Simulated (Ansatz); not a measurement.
C$_{3}$H$_{3}$ (SMILES C#C[CH2]), doublet, at a GFN2-xTB geometry. Base run: B3LYP/3-21G (Ansatz, an electronic-structure program).

Here is a job for Ansatz.
Ansatz 0.2 input:
```yaml
crystal:
  periodic: [false, false, false]
  atoms:
    - {symbol: C, position_ang: [1.30815180, -0.19129891, 0.14654059]}
    - {symbol: C, position_ang: [0.10901014, -0.01594121, 0.01221143]}
    - {symbol: C, position_ang: [-1.22056561, 0.17849066, -0.13672909]}
    - {symbol: H, position_ang: [2.33913641, -0.34206600, 0.26203260]}
    - {symbol: H, position_ang: [-1.59247811, 1.02636034, -0.68281534]}
    - {symbol: H, position_ang: [-1.92623626, -0.51179755, 0.28864513]}
basis:
  gaussian:
    orbitals: 3-21G.json
hamiltonian:
  xc: b3lyp
magnetization: {spin_polarized: true, initial_magnetization: 1}
```
The basis file holds 3-21G in the JSON format of the Basis Set Exchange.

Variants of this job, named by their change:

```json
[
 {"change": "base", "E (Eh)": "-115.36621", "SCF-reference <S^2>": "0.771"},
 {"change": "functional = PBE0-DH", "E (Eh)": "-115.18674", "SCF-reference <S^2>": "0.807"},
 {"change": "functional = hse06", "E (Eh)": "-115.20786", "SCF-reference <S^2>": "0.778"},
 {"change": "functional = wB97M-V", "E (Eh)": "-115.30887", "SCF-reference <S^2>": "0.774"},
 {"change": "functional = lc_wpbe", "E (Eh)": "-115.26520", "SCF-reference <S^2>": "0.798"},
 {"change": "functional = blyp", "E (Eh)": "-115.31142", "SCF-reference <S^2>": "0.761"},
 {"change": "functional = BHLYP", "E (Eh)": "-115.28960", "SCF-reference <S^2>": "0.799"},
 {"change": "functional = cam_b3lyp", "E (Eh)": "-115.28940", "SCF-reference <S^2>": "0.782"},
 {"change": "functional = B2PLYP", "E (Eh)": "-115.19097", "SCF-reference <S^2>": "0.811"},
 {"change": "functional = B2GP-PLYP", "E (Eh)": "-115.14708", "SCF-reference <S^2>": "0.833"},
 {"change": "functional = PBE-QIDH", "E (Eh)": "-115.11654", "SCF-reference <S^2>": "0.845"},
 {"change": "functional = b3lyp5", "E (Eh)": "-115.28943", "SCF-reference <S^2>": "0.772"},
 {"change": "functional = blyp; dispersion = d4", "E (Eh)": "-115.31739", "SCF-reference <S^2>": "0.761"}
]
```

Totals shift with the method and basis; they matter in differences.
